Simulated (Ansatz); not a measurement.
`O[SiH2]B(F)Br` and `CB(F)[SiH2]O` differ in one atom or group.

Ansatz, PBE0-D4/def2-TZVP geometries, multiplicity 1. Each molecule was computed in one conformer, which needn't be the lowest.

Scalar relativity is left out up to krypton.

```json
{"property": "HOMO energy (PBE/def2-TZVPP) / eV", "`O[SiH2]B(F)Br`": "-7.02"}
{"property": "HOMO–LUMO gap (PBE0/def2-TZVPP) / eV", "`O[SiH2]B(F)Br`": "6.43"}
{"property": "HOMO energy (ωB97M-V/def2-TZVPP) / eV", "`O[SiH2]B(F)Br`": "-10.47"}
{"property": "size of the dipole moment (B3LYP/def2-TZVPP) / D", "`O[SiH2]B(F)Br`": "0.60"}
{"property": "HOMO–LUMO gap (ωB97M-V/def2-TZVPP) / eV", "`O[SiH2]B(F)Br`": "10.61"}
{"property": "HOMO energy (B3LYP/def2-TZVPP) / eV", "`O[SiH2]B(F)Br`": "-8.14"}
```

Problem. Give the same properties after the change, and the shifts. (Best estimate.)

Solution. Ansatz gave: 
```
                                        property  `CB(F)[SiH2]O`  shift
               HOMO energy (PBE/def2-TZVPP) / eV           -6.19   0.83
            HOMO–LUMO gap (PBE0/def2-TZVPP) / eV            6.35  -0.08
           HOMO energy (ωB97M-V/def2-TZVPP) / eV           -9.73   0.74
size of the dipole moment (B3LYP/def2-TZVPP) / D            2.13   1.53
         HOMO–LUMO gap (ωB97M-V/def2-TZVPP) / eV           10.54  -0.07
             HOMO energy (B3LYP/def2-TZVPP) / eV           -7.36   0.78
```

With PBE0 the HOMO rises by 0.80 eV and the LUMO rises by 0.72 eV, so the gap narrows by about 0.08 eV. PBE moves the HOMO by 0.83 eV and ωB97M-V by 0.74 eV. Dipoles are sizes alone; their direction can turn.

B3LYP here is the variant with VWN-RPA as its local correlation; programs differ in this.

Spin–orbit coupling is left out; it splits and shifts lone-pair levels of the heavy atoms by tenths of an eV.
